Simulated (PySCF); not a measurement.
Some computed properties have been withheld. Give your best values.

C6H6N2.
SMILES: `[H]/N=C\c1ccccn1`

Conformer (atom-mapped SMILES and torsion angles): `[H]/[N:1]=[CH:2]\[c:3]1[cH:4][cH:5][cH:6][cH:7][n:8]1`: N1–C2–C3–C4 180°.

```tsv
property	level	value
point group of the GFN2-xTB geometry	GFN2-xTB	?
rotational constants A, B, C of the GFN2-xTB geometry	GFN2-xTB	5.420, 1.658, 1.269 GHz
dipole moment	PBE0/pcSseg-1	?
HOMO energy	PBE0/pcSseg-1	?
LUMO energy	PBE0/pcSseg-1	-1.76 eV
13C chemical shifts (computed TMS as zero) by class	GIAO PBE0/pcSseg-1	168.8 (1 C), 155.8 (1 C), 153.7 (1 C), 143.9 (1 C), 129.5 (1 C), 129.1 (1 C) ppm
1H chemical shifts (computed TMS as zero) by class	GIAO PBE0/pcSseg-1	13.37 (1 H), 9.06 (1 H), 8.55 (1 H), 8.11 (1 H), 7.43 (1 H), 7.43 (1 H) ppm
isotropic shieldings of nuclei other than C and H, by class	GIAO PBE0/pcSseg-1	?
```

Gas-phase values; electronic properties from PySCF, density fitting. Geometry: GFN2-xTB, one conformer, isolated molecule.

(1) What are the isotropic shieldings of nuclei other than C and H, by class?

(2) Give the point group of the GFN2-xTB geometry.

(3) The HOMO energy?

(4) Give the dipole moment.

Results:

(1) -101 (1 N), -78 (1 N) ppm.

(2) Cs.

(3) -7.51 eV.

(4) 4.33 D.

The rotational constants make it an asymmetric top with κ = (2B − A − C)/(A − C) = -0.81, nearer the prolate limit (−1). With B = h/(8π²I), that is 505.379 GHz u Å² over I, the principal moments of inertia are 93.2, 304.9 and 398.1 u Å² (most abundant isotopes). The dipole equals about 14.4 × 10⁻³⁰ C·m (1 D = 3.33564 × 10⁻³⁰ C·m).
